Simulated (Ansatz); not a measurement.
SiMo3 (the lowest singlet isomer of a short search) was relaxed with PBE0-D4 (def2-SVP) in Ansatz in these states: charge +1 doublet, neutral singlet, neutral triplet. The geometries follow in no particular order.

In the def2 sets Mo takes a core potential; there is no spin–orbit coupling.

A:

Cartesian coordinates in Å:
```
Mo -0.140 -0.288 1.412
Mo -1.308 0.289 -0.368
Mo 0.288 -1.083 -0.895
Si 1.160 1.082 -0.149
```

B:

```
atom    x (Å)    y (Å)    z (Å)
 Mo1  -1.0275  -0.3864  -0.8595
 Mo2  -0.3332   1.2760   0.4521
 Mo3   1.1333   0.1558  -0.7972
 Si4   0.2275  -1.0454   1.2046
```

C:

```csv
atom,x (Å),y (Å),z (Å)
Mo1,-0.218,-0.839,-1.070
Mo2,1.440,-0.187,0.259
Mo3,-0.570,-0.437,1.175
Si4,-0.652,1.463,-0.364
```

Judge from the bond lengths which geometry belongs to which state (an estimate).

A is the neutral triplet (Mo1–Mo3 2.478 Å, Mo2–Si4 2.602 Å, Mo2–Mo3 2.170 Å); B is the neutral singlet (Mo1–Mo3 2.229 Å, Mo2–Si4 2.504 Å, Mo2–Mo3 2.229 Å); C is the charge +1 doublet (Mo1–Mo3 2.308 Å, Mo2–Si4 2.736 Å, Mo2–Mo3 2.223 Å).

At PBE0-D4/def2-SVP the charge 0 triplet is spin-contaminated (final ⟨S²⟩ up to 2.16, 2.00 for a pure state). At PBE0-D4/def2-TZVP a singlet lies 0.20 eV below the neutral triplet. These are the stationary points nearest to one start from a short search; other shapes may lie lower in each state.
